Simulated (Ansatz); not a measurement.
`N[B]([SiH3])[GeH3]` and `NB([SiH3])C[SiH3]` differ in one atom or group.

Ansatz, PBE0-D4/def2-TZVP geometries, multiplicity 1. Each molecule was computed in one conformer, which needn't be the lowest.

Scalar relativity is left out up to krypton.

```json
{"property": "LUMO energy (ωB97M-V/def2-TZVPP) / eV", "`N[B]([SiH3])[GeH3]`": "0.96"}
{"property": "LUMO energy (B3LYP/def2-TZVPP) / eV", "`N[B]([SiH3])[GeH3]`": "-1.18"}
{"property": "HOMO–LUMO gap (B3LYP/def2-TZVPP) / eV", "`N[B]([SiH3])[GeH3]`": "5.99"}
{"property": "size of the dipole moment (B3LYP/def2-TZVPP) / D", "`N[B]([SiH3])[GeH3]`": "2.67"}
{"property": "HOMO–LUMO gap (PBE0/def2-TZVPP) / eV", "`N[B]([SiH3])[GeH3]`": "6.34"}
{"property": "size of the dipole moment (PBE/def2-TZVPP) / D", "`N[B]([SiH3])[GeH3]`": "2.70"}
```

Problem. What does the change do to each property? (An estimate is asked.)

Solution. The calculation gave: 
| property | `NB([SiH3])C[SiH3]` | shift |
| --- | --- | --- |
| LUMO energy (ωB97M-V/def2-TZVPP) / eV | 1.48 | 0.52 |
| LUMO energy (B3LYP/def2-TZVPP) / eV | -0.59 | 0.59 |
| HOMO–LUMO gap (B3LYP/def2-TZVPP) / eV | 6.97 | 0.98 |
| size of the dipole moment (B3LYP/def2-TZVPP) / D | 2.33 | -0.34 |
| HOMO–LUMO gap (PBE0/def2-TZVPP) / eV | 7.33 | 0.99 |
| size of the dipole moment (PBE/def2-TZVPP) / D | 2.40 | -0.30 |

With PBE0 the HOMO falls by 0.40 eV and the LUMO rises by 0.59 eV, so the gap widens by about 0.99 eV. PBE moves the HOMO by -0.31 eV and ωB97M-V by -0.48 eV. Dipoles are sizes alone; their direction can turn.

B3LYP here is the variant with VWN-RPA as its local correlation; programs differ in this.
